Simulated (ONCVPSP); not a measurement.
**Plane-wave convergence, ONCV potential for cobalt (Co)**

| Item | Value |
| --- | --- |
| Element | cobalt (Co) |
| Generator | ONCVPSP 4.0.1 |
| Type | optimised norm-conserving Vanderbilt (ONCV) |
| Functional | PBE |
| Relativity | scalar-relativistic |
| Frozen core | [Ne] |
| Valence charge | 17 |
| Reference configuration | 3s2 3p6 3d7 4s1 (charge +1) |
| Partial waves | 3s+4s: rc 1.00 bohr, ncon 4, nbas 7, qcut 15.8 1/bohr, 2 projectors; 3p: rc 1.00 bohr, ncon 3, nbas 7, qcut 11.1 1/bohr, 2 projectors, debl 3.5 Ha; 3d: rc 1.25 bohr, ncon 4, nbas 8, qcut 9.8 1/bohr, 2 projectors, debl 1.3 Ha |
| Local potential | polynomial inside 0.90 bohr (lpopt 5, dvloc0 0 Ha) |
| Core correction | none |

Q: For each optimised wave give the share of its norm inside rc, the residual kinetic energy above qcut (Ha) and the cutoffs (Ha) for errors of 10, 1, 0.1 and 0.01 mHa per electron.

A:

| wave | norm inside rc | residual KE | 10 mHa | 1 mHa | 0.1 mHa | 0.01 mHa |
| --- | --- | --- | --- | --- | --- | --- |
| 3s | 0.804 | 7.9e-08 | 57.7 | 74.3 | 88.9 | 101.3 |
| 4s | 0.035 | 5.3e-09 | 40.4 | 59.7 | 76.2 | 90.5 |
| 3p | 0.750 | 2.3e-06 | 28.8 | 36.8 | 43.1 | 48.6 |
| p projector 2 | 0.028 | 9.1e-07 | 21.2 | 29.9 | 37.4 | 43.3 |
| 3d | 0.718 | 1.5e-03 | 41.4 | 53.9 | 146.2 | 195.5 |
| d projector 2 | 0.107 | 9.8e-04 | 39.6 | 48.2 | 78.0 | 158.0 |

The occupied waves need 74 Ha and 146 Ha for 1 and 0.1 mHa.
